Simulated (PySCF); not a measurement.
C$_{2}$H$_{6}$AlCl, charge -1, doublet, at a GFN2-xTB geometry (such geometries of metal compounds can be far from the true shape) (a state made from the parent by changing its charge; the spin is typed, not shown lowest) (in this run its highest filled SCF level lies above zero, so its values depend strongly on the basis, on diffuse functions most of all). Base run: TPSS/STO-3G in PySCF.

PySCF was given this input:
```python
from pyscf import gto, scf, dft

mol = gto.Mole()
mol.atom = '''
    Al    0.366959    0.428655    0.481648
    C     1.956928   -0.657010   -0.326562
    H     1.699182   -1.637459   -0.752958
    H     2.724868   -0.854347    0.434322
    H     2.469039   -0.109001   -1.130628
    C    -0.552054   -0.901724    1.802776
    H    -0.819631   -1.883132    1.384723
    H    -1.482855   -0.494449    2.223290
    H     0.096864   -1.110670    2.664672
    Cl   -1.052187    0.580526   -1.173067
'''
mol.basis = 'sto-3g'
mol.charge = -1
mol.spin = 1
mol.verbose = 4
mol.build()

mf = dft.UKS(mol)
mf.xc = 'tpss'
mf.kernel()
mf.analyze()
```

Each row names what was changed in the base input (with any setting that the change needs).

```tsv
change	ΔE vs base (µEh)	grid points	electrons on the grid
base	0.0	125144	49.00000
grids.atom_grid = (150, 974)	2.5	803640	49.00000
grids.becke_scheme = stratmann	1.4	125144	49.00000
grids.radi_method = gauss_chebyshev	-10.0	121896	49.00000
grids.level = 4	2.1	208848	49.00000
grids.level = 5	3.7	313296	49.00000
grids.atom_grid = (50, 194)	220	65744	48.99992
grids.prune = off	0.0	205344	49.00000
grids.atom_grid = (30, 110)	-7335	24576	48.99874
grids.prune = dft.gen_grid.treutler_prune	-3.8	111048	49.00001
grids.prune = dft.gen_grid.sg1_prune	6.0	51416	48.99991
```

Open shells are given as the SCF converged; they aren't shown to be the lowest states, and a large step between rows can be another state.
